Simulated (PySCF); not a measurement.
## DyCl: one state, many levels of theory

State: sextet, about 9.7 electrons in the 4f shell (Mulliken), real f orbitals that mix terms. Set-up: PySCF, spin-free X2C with a Gaussian nucleus, basis sets Dy x2c-SVPall, Cl x2c-SVPall. De refers to Dy (4f10 6s2) + Cl in their high-spin ground configurations, without counterpoise correction. The functionals are run spin-unrestricted. A positive dipole means Dy(−)Cl(+). Levels whose curve was spin-contaminated or gave no clean fit are not listed.

```tsv
Level	Re (Å)	ωe (cm⁻¹)	De (eV)	μ (D)	CPU s a point (SCF and correlation, without the integrals)
ROHF	2.551	304	n/a	-4.86	9.9
ROHF-MP2	2.446	346	n/a	n/a	14
ROHF-SCS-MP2	2.468	338	n/a	n/a	n/a
LDA	2.457	320	4.84	-4.14	3.8
B3LYP	2.479	309	4.33	-3.93	9.4
PBE0	2.467	308	4.49	-3.94	11
```

Correlated steps freeze 23 core orbitals. These are scalar-relativistic numbers at best; spin–orbit coupling would shift them, the dissociation energy most. Counting both spins, an empty level lies below a filled one in some of these solutions, because spin and occupation are held. With d or f electrons several states lie close, and the lowest PBE0 determinant need not be the measured ground state.

The whole job (state search and all levels along the bond) took about 20 min on 2 threads of Arm Neoverse V1 (shared host), peak memory 3 GiB.
